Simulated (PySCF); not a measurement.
SeBrI, SMILES [Se](Br)I. Atoms are numbered in the order given.

```xyz
3

Se     1.0606     0.4558     0.0000
Br    -0.5790     2.1410     0.0000
I     -0.2980    -1.7062     0.0000
```
Charge 0, spin multiplicity 1.

Coordinates come from a B3LYP-D3(BJ)/def2-SVP optimisation. The def2 effective core potentials stand for the cores of I; spin–orbit coupling is left out.

The numbers are results of B3LYP-D3(BJ)/def2-SVP run with PySCF, not measurements.

Frequencies are harmonic and unscaled.

| mode | ν (cm⁻¹) | IR (km/mol) | moving atoms (share of kinetic energy) |
|---|---|---|---|
| 1 | 86 | 0.1 | Br 49 %, I 33 %, Se 19 % |
| 2 | 234 | 8.7 | Se 63 %, I 37 % |
| 3 | 281 | 15.9 | Se 50 %, Br 49 % |
